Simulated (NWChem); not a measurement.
**Correlation energy of H2INSi**

```
N
H 1 1.0261
H 1 1.0262 2 112.27
Si 1 1.7319 2 127.52 3 180.00
I 4 2.5415 1 98.49 2 0.00
```
Charge 0, spin multiplicity 1.

The numbers come from NWChem runs, not from measurements. Structure: optimised with PBE/def2-SVP with def2 effective core potentials on I, a minimum by its harmonic frequencies. It is one conformer; others weren't searched.

Basis set: def2-SVP. Each correlation energy counts from its own Hartree-Fock reference.

```json
[
 {"method": "MP2", "correlation energy (mHa)": "-370.0", "difference from CCSD(T)": "+40.3"},
 {"method": "SCS-MP2", "correlation energy (mHa)": "-359.7", "difference from CCSD(T)": "+50.6"},
 {"method": "CR-CCSD[T]", "correlation energy (mHa)": "-408.0", "difference from CCSD(T)": "+2.3"},
 {"method": "CR-CCSD(T)", "correlation energy (mHa)": "-407.5", "difference from CCSD(T)": "+2.8"},
 {"method": "CCSD", "correlation energy (mHa)": "-398.3", "difference from CCSD(T)": "+12.0"},
 {"method": "CCSD+T(CCSD)", "correlation energy (mHa)": "-411.0", "difference from CCSD(T)": "-0.7"},
 {"method": "CCSD(T)", "correlation energy (mHa)": "-410.3", "difference from CCSD(T)": "0.0"}
]
```

The values span 51.3 mHa, from CCSD+T(CCSD) (lowest) to SCS-MP2 (highest). 

Effective core potentials replace the inner electrons of I; spin-orbit coupling is left out. The correlated methods keep 10 core orbitals frozen. The structure started from a generated list of species. Coupled-cluster values serve here as a point of comparison, not as the truth.
